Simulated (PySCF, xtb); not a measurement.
SnI3, SMILES [Sn-]([I])([I])[I], charge -1.

GFN2-xTB in xtb at its own geometry gives an orbital gap of 5.87 eV.

Geometry: B3LYP-D3(BJ)/def2-SVPD. The isomer is the one that the SMILES or the coordinates give; other isomers of the formula were not compared. The def2 effective core potentials stand for the cores of I, Sn; spin–orbit coupling is left out.

### Question
What does B3LYP/def2-SVPD run with PySCF give? (An estimate is asked for; the answer gives what the named calculation found.)

### Answer
gap 4.24 eV (levels -2.73 and 1.51 eV).
